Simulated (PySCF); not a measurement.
Frontier orbitals and the lowest excitations

Compound: C₃H₅FSSi.
Numbering: `[F:1][Si@@H:2]1[CH2:3][CH:4]=[CH:5][S:6]1` (hydrogens: H7 on Si2; H8, H9 on C3; H10 on C4; H11 on C5)

Cartesian coordinates in Å at the GFN2-xTB level; atoms count from 1:
```
atom  x, y, z in Å
F1     2.503   -0.175    0.999
Si2    1.406   -0.495   -0.141
C3     0.182    0.946   -0.313
C4    -1.179    0.437    0.046
C5    -1.360   -0.819    0.424
S6    -0.016   -1.958    0.516
H7     2.174   -0.943   -1.280
H8     0.164    1.357   -1.324
H9     0.452    1.774    0.348
H10   -2.011    1.123    0.000
H11   -2.310   -1.244    0.698
```

The calculation used TDDFT PBE0/def2-SVPD, vertical, gas phase, core orbitals frozen in the response in PySCF.

Kohn–Sham orbitals with the atoms that hold most of them (Löwdin shares over 4%, at most four atoms; ? is withheld):

| orbital | ε (eV) | atoms |
| --- | --- | --- |
| HOMO-3 | -9.60 | S6 18%, Si2 17%, C3 16%, C4 14% |
| HOMO-2 | -9.34 | S6 32%, C5 28%, C4 15%, C3 7% |
| HOMO-1 | -8.89 | ? |
| HOMO | -6.61 | S6 43%, C4 23%, C5 19%, Si2 4% |
| LUMO | ? | ? |
| LUMO+1 | 0.15 | S6 33%, Si2 20%, C5 12%, C4 9% |
| LUMO+2 | 0.58 | S6 35%, Si2 22%, H7 8%, C4 7% |

Q: Which atoms hold the HOMO-1, and with what shares?

A: S6 (bonded to C and Si) 47%; C3 (bonded to C, Si and 2 H) 18%; Si2 (bonded to C, F, S and H) 16%; F1 (bonded to Si) 5%.

Q: Give the leading atoms of the LUMO.

A: C5 (bonded to C, S and H) 26%; C4 (bonded to 2 C and H) 19%; Si2 (bonded to C, F, S and H) 14%; S6 (bonded to C and Si) 13%. By element: carbon 46% or more, silicon 14%, sulfur 13%.

Q: What is the LUMO energy, and the HOMO–LUMO gap?

A: ε(LUMO) = -0.22 eV; the gap is 6.39 eV (0.2349 hartree).

Q: The HOMO–LUMO gap is 6.39 eV. Where does the response calculation put the lowest singlet, and from which orbitals?

A: S1 is at 5.25 eV (f = 0.025), 1.14 eV below the gap, made of HOMO→LUMO (64%), HOMO→LUMO+1 (32%). Without the coupling terms of the response equations the lowest excitation would equal the gap.

Next come S2 at 5.61 eV (f 0.055), HOMO→LUMO+1 (58%), HOMO→LUMO (31%); S3 at 5.95 eV (f 0.0099), HOMO→LUMO+2 (92%); S4 at 6.13 eV (f 0.0044), HOMO→LUMO+3 (71%), HOMO→LUMO+4 (20%); S5 at 6.54 eV (f 0.064), HOMO→LUMO+4 (63%), HOMO→LUMO+3 (22%).
